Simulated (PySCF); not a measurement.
**KS: frontier orbitals**

PBE at R = 2.824 Å; basis K x2c-SVPall, S x2c-SVPall; spin-free X2C with a Gaussian nucleus; PySCF 2.14. State: ²Π (doublet), unpaired electrons π ↑. Only the outer orbitals are listed, counted within each symmetry.

| spin | orbital | occ. | ε (eV) | on K (%) | main shells (%) |
| --- | --- | --- | --- | --- | --- |
| α | 7σ | 1 | -35.58 | 100 | 100 K s |
| α | 3π | 1 | -19.11 | 100 | 100 K p |
| α | 3π | 1 | -19.08 | 100 | 100 K p |
| α | 8σ | 1 | -18.98 | 99 | 99 K p |
| α | 9σ | 1 | -13.87 | 3 | 97 S s |
| α | 4π | 1 | -4.79 | 5 | 95 S p |
| α | 10σ | 1 | -3.95 | 11 | 88 S p, 10 K s |
| α | 4π | 1 | -3.58 | 7 | 93 S p |
| α | 11σ | 0 | -1.88 | 95 | 78 K s, 17 K p |
| α | 5π | 0 | -0.08 | 98 | 95 K p |
| α | 5π | 0 | -0.02 | 97 | 93 K p |
| β | 7σ | 1 | -35.58 | 100 | 100 K s |
| β | 3π | 1 | -19.11 | 100 | 100 K p |
| β | 3π | 1 | -19.08 | 100 | 100 K p |
| β | 8σ | 1 | -18.97 | 99 | 99 K p |
| β | 9σ | 1 | -12.89 | 3 | 97 S s |
| β | 10σ | 1 | -3.58 | 14 | 85 S p, 13 K s |
| β | 4π | 1 | -3.23 | 9 | 91 S p |
| β | 4π | 0 | -2.97 | 10 | 90 S p |
| β | 11σ | 0 | -1.90 | 93 | 74 K s, 19 K p |
| β | 5π | 0 | -0.05 | 97 | 92 K p |

Problem. Which are the highest filled and the lowest empty level, where do they sit, and how wide is the gap?

Solution. Highest filled β 4π at -3.23 eV (in %: 91 S p); lowest empty β 4π at -2.97 eV (in %: 90 S p); the gap at PBE is 0.26 eV. Both belong to one degenerate shell, split only by its one-sided filling, so this is no excitation gap.

The bond order (Mayer) is 0.89 and the ⟨S²⟩ is 0.755. The charge on K (Mulliken, basis-dependent) is 0.50 and the charge on K (Löwdin, basis-dependent) is 0.30. The dipole moment (positive dipole means K(−)S(+)) is -8.70 D, the polarisability along the bond is 93.1 bohr³ and the polarisability across the bond is 43.2 bohr³.

The state is the lowest determinant that a PBE0 search found; another state may lie lower at other levels.
